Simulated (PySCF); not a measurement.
Computed shifts of a molecule C3H8OSi2, PySCF with PBE/pcSseg-1, GIAO, gas phase, atoms alike by connectivity averaged where their shifts nearly agree, in ppm (number of nuclei): ¹³C: 180.5 (1), 169.1 (1), 61.0 (1). ²⁹Si: 5.1 (1), -39.4 (1). ¹H: 8.00 (1), 7.97 (1), 6.03 (1), 5.22 (1), 5.12 (1), 4.16 (3). References: ¹³C against TMS (σ = 182.0 ppm); ¹⁷O against H2O (σ = 334.3 ppm); ²⁹Si against TMS (σ = 335.4 ppm); ¹H against TMS (σ = 31.49 ppm), references at their B3LYP-D3(BJ)/def2-TZVP geometries, non-relativistic. The structure is a stationary point at B3LYP-D3(BJ)/def2-SVP. The values are those of a single conformer.

Task: Identify the compound among the candidates.
(A) C=C=C([SiH3])[SiH2]O
(B) C=C1CO[SiH2][SiH2]1
(C) C#C[SiH2][SiH2]CO
(D) CO[Si@@H]1C=C[SiH2]1

Result: D, CO[Si@@H]1C=C[SiH2]1
